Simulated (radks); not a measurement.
Results of a calculation; reference values are marked as such.
Excited configurations of Tm IV: one electron is placed in a higher orbital outside [Xe] 4f11. The ground configuration is [Xe] 4f12. Level of theory: scalar-relativistic Kohn-Sham, PBEsol, spin-polarised, spherical densities, point nucleus; open shells are filled with parallel spins first (spin-orbit coupling, left out, can overturn this in heavy ions) (a radial shooting solver on a logarithmic mesh with Libxc functionals). Excitation = E - E(ground); binding = E(ion) - E, where the ion is the core of charge +4; n* = 4/sqrt(2 binding) in atomic units, and the quantum defect is n - n*.

| outer orbital | excitation (eV) | binding (eV) | quantum defect | <r> (bohr) |
|---|---|---|---|---|
| 5d | 12.050 | 32.940 | 2.429 | 1.961 |
| 5f | 30.705 | 14.284 | 1.096 | 4.178 |
| 6s | 14.525 | 30.465 | 3.327 | 2.806 |
| 6p | 21.027 | 23.963 | 2.986 | 3.330 |
| 6d | 28.771 | 16.219 | 2.336 | 4.515 |
| 6f | 35.508 | 9.482 | 1.208 | 7.267 |
| 7s | 28.746 | 16.244 | 3.339 | 5.199 |
| 7p | 31.345 | 13.645 | 3.006 | 5.963 |
| 7f | 38.335 | 6.654 | 1.280 | 11.09 |

The Delta-SCF ionisation energy is 44.990 eV (NIST Atomic Spectra Database: 42.41 eV, semi-empirical). Self-interaction in the functional shifts the binding energies and quantum defects, so they are the method's values and not measured ones. Open shells are spherical and high-spin; term and fine-structure splittings are not resolved. Spin-orbit splitting is averaged out at the scalar-relativistic level.
